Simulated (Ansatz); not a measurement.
(1) Predict a relaxed structure of Au2F2⁻, charge -1, doublet, at r2SCAN-D4/def2-TZVPD (Ansatz).

## Answers

(1) 
| atom | x (Å) | y (Å) | z (Å) |
| --- | --- | --- | --- |
| Au1 | -0.822 | -0.036 | -0.935 |
| Au2 | 0.821 | 0.035 | 0.936 |
| F3 | -2.195 | 0.629 | -2.249 |
| F4 | 2.196 | -0.627 | 2.249 |
Point group C2h (tolerance 0.1 Å). This is one stationary point.

In the def2 sets Au takes a core potential; there is no spin–orbit coupling. The structure comes from a short search, and lower isomers may exist.
